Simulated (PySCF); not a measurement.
PySCF input file for C4H10O2Zn2, SMILES [CH3][Zn][O]CC[O][Zn][CH3], TDA-M06-2X/def2-SVP. Geometry optimised at B3LYP-D3(BJ)/def2-SVP. The values are those of a single conformer.

```python
import numpy as np
from pyscf import gto, scf, dft, tdscf

mol = gto.M(
    atom='''
    C    -2.63400358   -0.37721098   -2.50127628
    Zn   -1.58533312   -0.14550782   -0.89656364
    O    -0.53816495   -0.00710529    0.57658977
    C    -0.70777186    0.82421790    1.72756789
    C     0.48904722    0.57677827    2.65457616
    O     1.68973487    0.65621096    1.96826330
    Zn    1.57678802   -0.07030189    0.27511255
    C     2.00318371   -0.73003510   -1.52158460
    H    -3.55899793   -0.93357251   -2.28587476
    H    -2.90393887    0.59880390   -2.93277042
    H    -2.05196622   -0.93948723   -3.24776091
    H    -1.66065669    0.59630742    2.24100987
    H    -0.72245654    1.88980193    1.42383425
    H     0.44044061    1.32714496    3.47363869
    H     0.33773798   -0.41865553    3.13857133
    H     3.03633477   -0.48932468   -1.81777900
    H     1.33572635   -0.28659111   -2.28227833
    H     1.88883710   -1.82548229   -1.58158181
    ''',
    basis='def2-SVP',
    charge=0,
    spin=0,
    max_memory=1600,
    verbose=4,
)
mf = dft.RKS(mol, xc='m06-2x').density_fit(auxbasis='def2-universal-jkfit')
mf.grids.level = 4
mf.conv_tol = 1e-9
mf.max_cycle = 100
mf.kernel()
mf.grids = dft.Grids(mol).set(level=2).build(with_non0tab=True)  # coarser grid for the response kernel
td = tdscf.TDA(mf)
td.singlet = True
td.nstates = 10
td.conv_tol = 1e-4
td.positive_eig_threshold = 1e-6
td.kernel(x0=td.get_init_guess(mf, 15))
td.analyze()
tt = tdscf.TDA(mf)
tt.singlet = False
tt.nstates = 4
tt.conv_tol = 1e-4
tt.positive_eig_threshold = 1e-6
tt.kernel(x0=tt.get_init_guess(mf, 9))
tt.analyze(verbose=3)
```

It prints:

```
PySCF version 2.14.0

[INPUT] verbose = 4
[INPUT] num. atoms = 18
[INPUT] num. electrons = 110
[INPUT] charge = 0
[INPUT] spin (= nelec alpha-beta = 2S) = 0
[INPUT] symmetry False subgroup None
[INPUT] Mole.unit = angstrom
[INPUT] Symbol           X                Y                Z      unit          X                Y                Z       unit  Magmom
[INPUT]  1 C     -2.634003580000  -0.377210980000  -2.501276280000 AA   -4.977545377324  -0.712825443379  -4.726727131071 Bohr   0.0
[INPUT]  2 Zn    -1.585333120000  -0.145507820000  -0.896563640000 AA   -2.995845413002  -0.274969928783  -1.694259732843 Bohr   0.0
[INPUT]  3 O     -0.538164950000  -0.007105290000   0.576589770000 AA   -1.016984365340  -0.013427052136   1.089596751526 Bohr   0.0
[INPUT]  4 C     -0.707771860000   0.824217900000   1.727567890000 AA   -1.337494974074   1.557546097964   3.264630173693 Bohr   0.0
[INPUT]  5 C      0.489047220000   0.576778270000   2.654576160000 AA    0.924165307780   1.089952964900   5.016421919200 Bohr   0.0
[INPUT]  6 O      1.689734870000   0.656210960000   1.968263300000 AA    3.193136127428   1.240058994338   3.719478578033 Bohr   0.0
[INPUT]  7 Zn     1.576788020000  -0.070301890000   0.275112550000 AA    2.979697514295  -0.132851318139   0.519887372931 Bohr   0.0
[INPUT]  8 C      2.003183710000  -0.730035100000  -1.521584600000 AA    3.785468589090  -1.379566400319  -2.875378169356 Bohr   0.0
[INPUT]  9 H     -3.558997930000  -0.933572510000  -2.285874760000 AA   -6.725531365594  -1.764196361323  -4.319677251456 Bohr   0.0
[INPUT] 10 H     -2.903938870000   0.598803900000  -2.932770420000 AA   -5.487649146779   1.131575373321  -5.542132880026 Bohr   0.0
[INPUT] 11 H     -2.051966220000  -0.939487230000  -3.247760910000 AA   -3.877654172659  -1.775373562226  -6.137378637968 Bohr   0.0
[INPUT] 12 H     -1.660656690000   0.596307420000   2.241009870000 AA   -3.138186331027   1.126857709846   4.234894896747 Bohr   0.0
[INPUT] 13 H     -0.722456540000   1.889801930000   1.423834250000 AA   -1.365244997501   3.571208077374   2.690656779276 Bohr   0.0
[INPUT] 14 H      0.440440610000   1.327144960000   3.473638690000 AA    0.832312127036   2.507940501997   6.564225779793 Bohr   0.0
[INPUT] 15 H      0.337737980000  -0.418655530000   3.138571330000 AA    0.638232284064  -0.791144292235   5.931040236112 Bohr   0.0
[INPUT] 16 H      3.036334770000  -0.489324680000  -1.817779000000 AA    5.737841137794  -0.924689631190  -3.435104464986 Bohr   0.0
[INPUT] 17 H      1.335726350000  -0.286591110000  -2.282278330000 AA    2.524156978865  -0.541578707635  -4.312880983730 Bohr   0.0
[INPUT] 18 H      1.888837100000  -1.825482290000  -1.581581810000 AA    3.569384812918  -3.449661573344  -2.988756464494 Bohr   0.0

nuclear repulsion = 936.192685032833
number of shells = 88
number of NR pGTOs = 360
number of NR cGTOs = 196
basis = def2-SVP
ecp = {}


[settings echo left out]
init E= -3866.63975949264
  HOMO = -0.32100197361062  LUMO = -0.0693044301923509  gap/eV = 6.84904
cycle= 1 E= -3866.58743902209  delta_E= 0.0523  |g|= 0.99  |ddm|= 4.32
  HOMO = -0.108987368269408  LUMO = -0.0030985202465228  gap/eV = 2.88138
cycle= 2 E= -3866.43003482442  delta_E= 0.157  |g|= 1.38  |ddm|= 2.23
  HOMO = -0.285511293304807  LUMO = -0.0099398579567076  gap/eV = 7.49868
cycle= 3 E= -3866.79272873564  delta_E= -0.363  |g|= 0.0936  |ddm|= 1.39
  HOMO = -0.275220080445512  LUMO = -0.00963341533914797  gap/eV = 7.22698
cycle= 4 E= -3866.79426643183  delta_E= -0.00154  |g|= 0.0566  |ddm|= 0.127
  HOMO = -0.280553858823807  LUMO = -0.0076614758193978  gap/eV = 7.42578
cycle= 5 E= -3866.79504848719  delta_E= -0.000782  |g|= 0.00751  |ddm|= 0.057
  HOMO = -0.280056686091687  LUMO = -0.00771754934838853  gap/eV = 7.41073
cycle= 6 E= -3866.79505945367  delta_E= -1.1e-05  |g|= 0.00431  |ddm|= 0.0104
  HOMO = -0.28028098265546  LUMO = -0.00775100650885374  gap/eV = 7.41592
cycle= 7 E= -3866.79506233372  delta_E= -2.88e-06  |g|= 0.000793  |ddm|= 0.00409
  HOMO = -0.280224120693038  LUMO = -0.00770606826212017  gap/eV = 7.41559
cycle= 8 E= -3866.79506255392  delta_E= -2.2e-07  |g|= 0.000329  |ddm|= 0.00167
  HOMO = -0.280249047966767  LUMO = -0.00770446972919192  gap/eV = 7.41632
cycle= 9 E= -3866.79506257383  delta_E= -1.99e-08  |g|= 0.000149  |ddm|= 0.000395
  HOMO = -0.280243601905153  LUMO = -0.00771156099929904  gap/eV = 7.41597
cycle= 10 E= -3866.79506257827  delta_E= -4.44e-09  |g|= 2.11e-05  |ddm|= 0.000176
  HOMO = -0.280244495732572  LUMO = -0.00770991625669826  gap/eV = 7.41604
cycle= 11 E= -3866.79506257841  delta_E= -1.42e-10  |g|= 7.4e-06  |ddm|= 3.75e-05
  HOMO = -0.280245486874787  LUMO = -0.00770995772887861  gap/eV = 7.41607
Extra cycle  E= -3866.79506257842  delta_E= -1e-11  |g|= 6.93e-06  |ddm|= 1.43e-05
converged SCF energy = -3866.79506257842
tot grids = 147048
Overwritten attributes  positive_eig_threshold  of <class 'pyscf.tdscf.rks.TDA'>


******** <class 'pyscf.tdscf.rks.TDA'> for <class 'pyscf.df.df_jk.DFRKS'> ********
nstates = 10 singlet
deg_eia_thresh = 1.000e-03
wfnsym = None
conv_tol = 0.0001
eigh lindep = 1e-12
eigh level_shift = 0
eigh max_cycle = 100


Excitation energies (eV)
[5.42449333 5.89879569 6.05367932 6.14435941 6.58722894 6.68932904
 7.0102655  7.08023053 7.22571008 7.41417207]

** Singlet excitation energies and oscillator strengths **
Excited State   1:      5.42449 eV    228.56 nm  f=0.0019
      55 -> 56       -0.64347
      55 -> 57       -0.17402
      55 -> 58       -0.14208
Excited State   2:      5.89880 eV    210.19 nm  f=0.0093
      54 -> 56        0.65548
      54 -> 57        0.15084
Excited State   3:      6.05368 eV    204.81 nm  f=0.0341
      51 -> 56        0.17495
      52 -> 56        0.22878
      53 -> 56       -0.56992
      53 -> 57       -0.12530
      55 -> 57        0.18335
Excited State   4:      6.14436 eV    201.79 nm  f=0.0088
      53 -> 56       -0.22335
      55 -> 56        0.23427
      55 -> 57       -0.48605
      55 -> 58       -0.26004
      55 -> 59       -0.20952
Excited State   5:      6.58723 eV    188.22 nm  f=0.0139
      51 -> 56        0.23337
      52 -> 56        0.48072
      53 -> 56        0.16475
      53 -> 57        0.24344
      54 -> 57       -0.19542
      54 -> 58       -0.15384
      54 -> 59       -0.11674
      55 -> 56        0.10641
Excited State   6:      6.68933 eV    185.35 nm  f=0.0709
      51 -> 56        0.14027
      52 -> 56        0.18704
      53 -> 56        0.11873
      54 -> 56       -0.20102
      54 -> 57        0.55115
      54 -> 58        0.17852
      54 -> 59        0.15314
Excited State   7:      7.01027 eV    176.86 nm  f=0.0223
      51 -> 56       -0.11300
      52 -> 56        0.12801
      52 -> 57       -0.13973
      54 -> 58        0.14221
      55 -> 57        0.36002
      55 -> 58       -0.41727
      55 -> 59       -0.26953
Excited State   8:      7.08023 eV    175.11 nm  f=0.3271
      51 -> 56        0.41767
      52 -> 56       -0.33741
      53 -> 57        0.29611
      55 -> 57        0.15902
      55 -> 58       -0.18879
Excited State   9:      7.22571 eV    171.59 nm  f=0.0264
      50 -> 56        0.10598
      51 -> 56        0.41076
      53 -> 56        0.22309
      53 -> 57       -0.46449
      54 -> 57       -0.13217
Excited State  10:      7.41417 eV    167.23 nm  f=0.0149
      54 -> 59        0.13825
      55 -> 58        0.36627
      55 -> 59       -0.52401
      55 -> 61       -0.12443

** Transition electric dipole moments (AU) **
state          X           Y           Z        Dip. S.      Osc.
  1         0.0660     -0.0963      0.0205      0.0141      0.0019
  2        -0.1950      0.1061      0.1229      0.0644      0.0093
  3         0.4603     -0.0137     -0.1324      0.2296      0.0341
  4         0.2122     -0.1135      0.0153      0.0582      0.0088
  5        -0.2554      0.0183     -0.1440      0.0863      0.0139
  6        -0.2638      0.2514      0.5476      0.4327      0.0709
  7        -0.0247     -0.0657     -0.3531      0.1296      0.0223
  8         0.6955      0.1746      1.1712      1.8859      0.3271
  9         0.2895      0.0302      0.2533      0.1489      0.0264
 10         0.1591      0.2349      0.0419      0.0823      0.0149

** Transition velocity dipole moments (imaginary part, AU) **
state          X           Y           Z        Dip. S.      Osc.
  1        -0.0030     -0.0264     -0.0039      0.0007      0.0024
  2        -0.0451      0.0401      0.0302      0.0046      0.0140
  3         0.0795      0.0319     -0.0527      0.0101      0.0303
  4         0.0692     -0.0645      0.0259      0.0096      0.0284
  5        -0.0545      0.0137     -0.0446      0.0051      0.0142
  6        -0.0313      0.0786      0.1360      0.0257      0.0696
  7        -0.0071     -0.0305     -0.0633      0.0050      0.0129
  8         0.1650      0.0311      0.2725      0.1024      0.2624
  9         0.1197      0.0123      0.0594      0.0180      0.0452
 10         0.0355      0.0476      0.0246      0.0041      0.0101

** Transition magnetic dipole moments (imaginary part, AU) **
state          X           Y           Z
  1        -0.2069     -0.1165      0.3763
  2        -0.1102      0.3793     -0.1262
  3        -0.1221     -0.0162     -0.1576
  4        -0.1899      0.0947      0.3890
  5        -0.1479      0.0441      0.0457
  6         0.0214      0.8963     -0.3876
  7         0.0260      0.0080      0.1206
  8         0.0387     -0.4395      0.0326
  9        -0.0657     -0.5061      0.1080
 10         0.1873     -0.1195      0.1926


******** <class 'pyscf.tdscf.rks.TDA'> for <class 'pyscf.df.df_jk.DFRKS'> ********
nstates = 4 triplet
deg_eia_thresh = 1.000e-03
wfnsym = None
conv_tol = 0.0001
eigh lindep = 1e-12
eigh level_shift = 0
eigh max_cycle = 100


Excitation energies (eV)
[5.2879832  5.58282521 5.76151651 5.8853682 ]

** Triplet excitation energies and oscillator strengths **
Excited State   1:      5.28798 eV    234.46 nm  f=0.0000
Excited State   2:      5.58283 eV    222.08 nm  f=0.0000
Excited State   3:      5.76152 eV    215.19 nm  f=0.0000
Excited State   4:      5.88537 eV    210.67 nm  f=0.0000
```

The run converged.
